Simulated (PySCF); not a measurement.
# Sr: excitation energy

Sr [Kr] 5s2 (1S) → Sr [Kr] 5p2 (3P), as a difference of total energies. Computed with PySCF 2.14 in aug-cc-pwCVTZ-X2C (10s9p7d3f, 93 functions), with the spin-free X2C one-electron Hamiltonian (Gaussian nucleus). Correlated levels: valence: [Kr] frozen; valence and next inner shell: [Ar] 3d10 frozen. The calculations carry no spin-orbit coupling.

```
                                method  excitation energy (cm⁻¹)  error (cm⁻¹)
                                   UHF                     31273         -4257
                                   LDA                     36033          +504
                                   PBE                     33386         -2144
                                  PBE0                     33657         -1873
                                r2SCAN                     31267         -4263
                               wB97M-V                     38639         +3109
                               LC-wPBE                     34951          -579
                               wB97X-V                     37458         +1928
                         MP2 (valence)                     34418         -1111
                     SCS-MP2 (valence)                     35921          +391
    MP2 (valence and next inner shell)                     37934         +2404
SCS-MP2 (valence and next inner shell)                     38679         +3150
```

Reference: 35530 cm⁻¹ (measured; NIST levels, between the centres of gravity of the two terms).

Errors of the correlated levels include the incompleteness of this basis and the frozen core.
